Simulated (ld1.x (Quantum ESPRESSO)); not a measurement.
# titanium: excitation energies, all-electron against TM

Ti, norm-conserving Troullier–Martins (Kleinman–Bylander form), made with ld1.x (Quantum ESPRESSO) 7.5 (PBE, scalar-relativistic). Core [Ne] 3s2, reference 3p6 3d2 4s0.5 4p0 (charge +1.5). Waves: 3p (bound): rc 1.40 bohr; 3d (bound): rc 2.25 bohr; 4s (bound): rc 2.35 bohr. Local part: the s channel. Core correction: a·sin(br)/r model core inside 1.25 bohr.

Energies are relative to the spin-unpolarised reference configuration 3p6 3d2 4s0.5 4p0; without spin polarisation the order of configurations can differ from experiment.

```csv
valence configuration,charge,ΔE all-electron (eV),error AE − PS (meV)
3p6 3d2 4s2 4p0,0,-13.313,-2.9
3p6 3d2 4s1 4p0,+1,-5.966,-0.6
3p6 3d2 4s0 4p0,+2,7.606,-2.9
3p5 3d2 4s2 4p0,+1,32.244,-661
3p6 3d3 4s0 4p0,+1,-5.918,-106
3p6 3d2 4s1 4p1,0,-10.237,-504
```

(1) What are ΔE and the potential's error for 3p6 3d3 4s1 4p0?

Answers

(1) ΔE = -12.207 eV all-electron; the error (AE − PS) is -68 meV.
